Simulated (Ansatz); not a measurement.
TaCl₃O⁺, that is TaOCl3 with one electron fewer. Charge 1, multiplicity 2. Geometry PBE-D4/def2-SVP, that of the neutral singlet; atoms count from 1.

```csv
atom,x (Å),y (Å),z (Å)
Ta1,0.051,-0.008,0.010
O2,1.721,-0.267,0.347
Cl3,-0.866,0.939,1.899
Cl4,-0.860,-2.072,-0.453
Cl5,-0.047,1.408,-1.804
```

In the def2 sets Ta takes a core potential; there is no spin–orbit coupling.

(1) Estimate the Mulliken populations from the PBE0/def2-TZVP orbitals of Ansatz.

(2) Where does the spin sit?

(3) And the Mayer bond orders between bonded heavy atoms (over 0.3)?

Results:

(1) 
```json
{"atom": "Ta1", "charge (e)": "1.33", "spin (α − β)": "-0.21", "d electrons": "2.74"}
{"atom": "O2", "charge (e)": "-0.21", "spin (α − β)": "0.60", "d electrons": "–"}
{"atom": "Cl3", "charge (e)": "-0.07", "spin (α − β)": "0.14", "d electrons": "–"}
{"atom": "Cl4", "charge (e)": "-0.07", "spin (α − β)": "0.14", "d electrons": "–"}
{"atom": "Cl5", "charge (e)": "0.01", "spin (α − β)": "0.32", "d electrons": "–"}
```
Mulliken values and Mayer orders depend strongly on the basis.

(2) Summed by element: Ta -0.21, O 0.60, Cl 0.61, of 1 unpaired in all. Largest on single atoms: O2 0.60, Cl5 0.32, Ta1 -0.21.

(3) Ta1–O2 1.77 (1.72 Å); Ta1–Cl3 1.27 (2.30 Å); Ta1–Cl4 1.27 (2.30 Å); Ta1–Cl5 1.20 (2.30 Å).
